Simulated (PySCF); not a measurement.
# Sc (scandium, neutral) across methods

[Ar] 3d3, high-spin 4F determinant (an excited configuration). Calculation: PySCF 2.14, in aug-cc-pwCVTZ-DK with one added diffuse shell each of s, p, d, f, g type (11s10p8d5f4g, 152 functions); scalar relativity by spin-free X2C-1e.

```
method  E (hartree)  mean ε 3p α (eV)  mean ε 3p β (eV)  mean ε 3d α (eV)  Σ⟨r²⟩ (bohr²)   ⟨S²⟩
r2SCAN     -764.029           -30.548           -28.760            -1.142          48.42  3.751
   PBE     -763.858           -29.776           -28.324            -1.215          50.14  3.750
  PBE0     -763.876           -32.301           -30.392            -1.819          47.09  3.751
   LDA     -762.098           -29.750           -28.353            -1.232          49.15  3.750
   UHF   -763.11391           -39.583           -36.210            -3.649          43.95  3.753
```
